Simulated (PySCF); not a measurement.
A PySCF script (with the pyscf-properties extension) for the NMR shieldings of `C=CCOBNC`, C4H10BNO, on a GFN2-xTB geometry:

```python
import basis_set_exchange as bse
import numpy as np
from pyscf import gto, dft
from pyscf.prop import nmr

atoms = """
C    -3.187456    0.994476   -0.266417
C    -2.037568    0.401865   -0.524523
C    -1.320319   -0.516297    0.423317
O     0.059734   -0.261778    0.442356
B     0.940347   -0.967644   -0.317151
N     2.283738   -0.592683   -0.283779
C     2.842397    0.499475    0.480695
H    -3.695539    0.858264    0.674397
H    -3.676080    1.628984   -0.985861
H    -1.530128    0.548729   -1.468729
H    -1.699410   -0.382054    1.443363
H    -1.512400   -1.556369    0.114557
H     0.610552   -1.886276   -0.982948
H     2.974448   -1.111044   -0.802307
H     3.370327    1.201546   -0.171514
H     3.543622    0.134374    1.237588
H     2.026735    1.018464    0.977045
"""
names = dict.fromkeys(["C", "O", "B", "N", "H"], "pcSseg-1")
basis = {el: gto.basis.parse(bse.get_basis(n, elements=[el], fmt="nwchem")) for el, n in names.items()}
mol = gto.M(atom=atoms, basis=basis, charge=0, verbose=0)
mf = dft.RKS(mol, xc="PBE0")
mf.grids.level = 2
mf.grids.alignment = dft.numint.BLKSIZE   # the property module wants whole blocks of grid points
mf.conv_tol = 1e-9
mf.kernel()

calc = nmr.RKS(mf)   # GIAO
C = mf.mo_coeff
Co = C[:, mf.mo_occ > 0]
resp = mf.gen_response(singlet=True, hermi=2)
def vind(x):   # induced exchange potential for any number of trial vectors
    d = np.einsum("pi,xij,qj->xpq", C, 2 * x.reshape(-1, C.shape[1], Co.shape[1]), Co, optimize=True)
    return np.einsum("xpq,pi,qj->xij", resp(d - d.transpose(0, 2, 1)), C, Co, optimize=True).ravel()
mo1, _ = nmr.rhf.solve_mo1(calc, with_cphf=vind)
sigma = calc.kernel(mo1)
for i, s in enumerate(sigma):   # ppm
    print("%2d %-2s %9.2f" % (i, mol.atom_pure_symbol(i), np.trace(s) / 3))
```

Question: What are the results?

Answer: 
```
 0 C      67.54
 1 C      36.55
 2 C     111.45
 3 O     210.50
 4 B      74.94
 5 N     174.96
 6 C     157.46
 7 H      26.32
 8 H      26.41
 9 H      25.61
10 H      27.13
11 H      26.85
12 H      27.56
13 H      28.90
14 H      29.14
15 H      29.11
16 H      27.96
```

These numbers come from an equivalent density-fitted implementation of the same equations, which agrees with the script to about 0.01 ppm for H and up to a few tenths of a ppm for heavy atoms, so last digits may differ.

Size and cost of the density-fitted run: 169 basis functions, 48 s wall time on 1 thread of an Intel Xeon Platinum 8259CL, shared host; peak memory 0.74 GiB.
